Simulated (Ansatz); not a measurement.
A structure relaxed at PBE0-D4/def2-TZVP, charge 0, multiplicity 1:

Cartesian coordinates in Å:
```
N 0.984 -1.786 0.688
Zn 0.169 -0.285 0.072
C -0.659 1.306 -0.701
F -1.410 1.986 0.265
H 1.740 -1.702 1.352
H 0.423 -2.585 0.942
H -1.333 1.058 -1.527
H 0.086 2.008 -1.091
```

Task: Give its formula and SMILES.

Result: CH4FNZn, `[NH2][Zn][CH2]F`.

Task: Point group (tolerance 0.08 Å, 0.16 Å for H)?

Result: Cs.

Task: Summarise the bond lengths by kind.

Result: 1 × N–Zn 1.816 Å; 2 × H–N 1.009 Å; 1 × C–Zn 1.953 Å; 1 × C–F 1.399 Å; 2 × C–H 1.095 Å.

Results of the Gaussian-basis code of Ansatz.
